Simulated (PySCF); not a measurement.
Structure from 2D NMR

Compound of formula C$_{4}$H$_{10}$N$_{2}$P$_{2}$S. Correlations simulated from computed shifts and the bond graph:

HSQC (one-bond C–H):
```
  δH     δC
5.63  123.6
2.67   28.6
```

HMBC (two and three bonds, from the bond graph):
```
  δH           δC
5.63  123.6, 28.6
2.67        123.6
```

Method: σ from GIAO-CAM-B3LYP/pcSseg-1, coordinates at the PBE0-D3(BJ)/def2-SVP level, in PySCF 2.14 (no relativistic terms, a single conformation, in vacuum, equivalent nuclei averaged).

Chemical shifts δ = σref − σ; ¹H (σ = 31.33 ppm) and ¹³C (σ = 182.45 ppm) vs TMS, all at this level.

Exchangeable hydrogens are left out of these lists.

Task: Which molecule is this?

Result: `CN1C=CN(C)P1(P)=S`.

Atom-mapped SMILES (the numbers label the heavy atoms): `[CH3:1][N:2]1[CH:3]=[CH:4][N:5]([CH3:6])[P:7]1([PH2:8])=[S:9]`. Hydrogens are named by the atom that carries them.

- δC 123.6 is C3/C4, an alkene carbon bearing nitrogen (δH 5.63).
- δC 28.6 is C1/C6, a methyl carbon bonded to N (δH 2.67).

The data come from this structure; uniqueness wasn't tested.

Shifts are as computed, not scaled to solution data. Of 1309 compounds with measured shifts, 239 miss one by over three times the rms of a fit or turn the order of signals round; such compounds aren't used in these exercises.
